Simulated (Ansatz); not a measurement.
The Al1–H2 bond of AlFH2 (SMILES [F][AlH2]) is stretched (multiplicity 1, the rest rigid).
Geometry at rest (charge 0, multiplicity 1):
```xyz
4

Al    -0.247    -0.479     0.158
H      0.471    -1.312     1.279
H     -1.589    -0.859    -0.560
F      0.481     0.933    -0.309
```

Cores are frozen in the correlated methods.

Run with Ansatz (Gaussian basis) for Hartree–Fock, density functionals and correlated methods. 

FIC-MRCISD+Q on CASSCF(2,2)/cc-pV(T+d)Z, total energies (hartree):

```
R (Å)       CASSCF       MRCISD  weight c² of the reference
-----  -----------  -----------  --------------------------
1.570  -342.647570  -342.967063                     0.93051
2.747  -342.561258  -342.870519                     0.93227
5.024  -342.523829  -342.828898                     0.93364
```

Task: Add the Davidson correction (E_MRCISD − E_CASSCF)(1 − c²)/c² and give the energies above the first point at the three levels.

Result: 
Corrections (hartree): -0.023858, -0.022466, -0.021684. Above the first point (kcal/mol):
- R = 2.747 Å: CASSCF 54.2, MRCISD 60.6, with the correction 61.5
- R = 5.024 Å: CASSCF 77.6, MRCISD 86.7, with the correction 88.1

Ansatz is an electronic-structure program.
